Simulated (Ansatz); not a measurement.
`B[SiH]1BS1` + `[NH2][AlH2]` → `B[NH][AlH2]` + `B1[SiH2]S1` at 400 K and 1 bar (cleavage of the B–Si bond).

Computed with Ansatz on PBE0-D4/def2-TZVP structures; ΔE is electronic, products minus reactants. CCSD(T)/CBS adds triple-zeta CCSD(T) − MP2 to the extrapolated MP2 energy (def2 sets, frozen cores). This one scheme is used for every species.

```
      species  CCSD(T)/CBS energy (Eh)  H − E (kJ/mol)  S (J/(mol·K))
 `B[SiH]1BS1`               -738.82401           141.5          347.8
`[NH2][AlH2]`               -299.14566           122.0          272.0
`B[NH][AlH2]`               -324.56557           160.0          314.9
 `B1[SiH2]S1`               -713.45359           101.1          298.5
```

H − E and S are ideal-gas, rigid-rotor, harmonic terms from PBE0-D4/def2-TZVP, for one conformer and one mirror image of each species. 1 Eh = 2625.50 kJ/mol, R = 8.31446 J/(mol·K).

**Question.** By hand: ΔE, ΔH, ΔS and ΔG.

**Answer.** ΔE = (-324.56557) + (-713.45359) − (-738.82401) − (-299.14566) = -0.04949 Eh = -129.9 kJ/mol. Δ(H − E) = 160.0 + 101.1 − 141.5 − 122.0 = -2.4, so ΔH = -132.3 kJ/mol. ΔS = 314.9 + 298.5 − 347.8 − 272.0 = -6.4 J/(mol·K). ΔG = -132.3 − 400 × (-6.4)/1000 = -129.7 kJ/mol.

**Question.** By hand: the equilibrium constant, and the temperature at which ΔG would vanish if ΔH and ΔS stayed fixed.

**Answer.** log₁₀ K = −ΔG/(RT ln 10) = 16.9. ΔG = 0 at ΔH/ΔS = 20672 K, far beyond where these terms or the molecules hold.

The number of gas molecules stays the same, so ΔS is small and ΔH decides. A doubt of 5 kJ/mol in ΔE shifts log₁₀ K by 0.7 here. Other conformers and mirror images would add mixing entropy, several J/(mol·K) or more a flexible species. These are equilibria of isolated gas molecules and say nothing of rates. Largest T1 diagnostic: 0.020 (customary marks: 0.02 for closed shells, 0.045 for open ones).
